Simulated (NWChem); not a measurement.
# BeH$_{2}$O; SMILES [BeH][OH]

Results from NWChem. Each level has its own optimisation; frequencies are unscaled.

For level PBE0/def2-SVP:

highest harmonic frequency (cm⁻¹): 4172
lowest (cm⁻¹): 127
dipole (D): 1.90

Question: What are these values for level B3LYP/3-21G?

Answer: 
| Quantity | Value |
|---|---|
| highest harmonic frequency (cm⁻¹) | 3881 |
| lowest (cm⁻¹) | 226 |
| dipole (D) | 2.49 |
